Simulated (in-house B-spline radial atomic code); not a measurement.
Radial electron density of Fe IV (Fe3+), [Ne] 3s2 3p5 3d5 4d1. All numbers are computed (non-relativistic B97-1, spin-polarised, spherical fractional occupations, exact exchange averaged over the configuration; point nucleus) with an all-electron radial atomic-structure program (B-spline basis), not measured.

Columns: r (bohr), 4πr²n(r) (electrons per bohr), bar.

```
 0.00262   0.8969 #
 0.00321    1.306 ##
 0.00394    1.894 ##
 0.00483    2.717 ###
 0.00593    3.868 #####
 0.00727    5.423 #######
 0.00891    7.481 ##########
  0.0109     10.1 #############
  0.0134    13.41 #################
  0.0164     17.2 ######################
  0.0202    21.46 ###########################
  0.0247    25.49 ################################
  0.0303    28.88 #####################################
  0.0372    30.86 #######################################
  0.0456     30.9 #######################################
   0.056    29.05 #####################################
  0.0687    26.27 #################################
  0.0842    24.27 ###############################
   0.103    24.72 ###############################
   0.127    28.17 ####################################
   0.155    32.51 #########################################
   0.191    34.64 ############################################
   0.234    31.64 ########################################
   0.287    24.26 ###############################
   0.352    16.65 #####################
   0.431    13.13 #################
   0.529    14.04 ##################
   0.649    15.82 ####################
   0.796    14.87 ###################
   0.976    10.88 ##############
     1.2    6.077 ########
    1.47    2.678 ###
     1.8    1.018 #
    2.21   0.4918 #
    2.71   0.4221 #
    3.32   0.3739 
    4.07   0.2288 
       5  0.08901 
    6.13   0.0215 
    7.52 0.002757 
    9.22  0.00016 
    11.3 3.647e-06
```

On this grid the curve has 3 maxima, near 0.0456, 0.191, 0.649 bohr.

The 3p down radial function P(r) = rR(r), positive near the nucleus:

```tsv
r (bohr)	P
0.00262	0.001307
0.00394	0.002906
0.00593	0.006414
0.00891	0.01393
0.0134	0.02973
0.0202	0.06187
0.0303	0.1222
0.0456	0.2274
0.0687	0.3831
0.103	0.5499
0.155	0.606
0.234	0.3467
0.352	-0.2968
0.529	-0.9857
0.796	-1.151
1.2	-0.7157
1.8	-0.2342
2.71	-0.02769
```
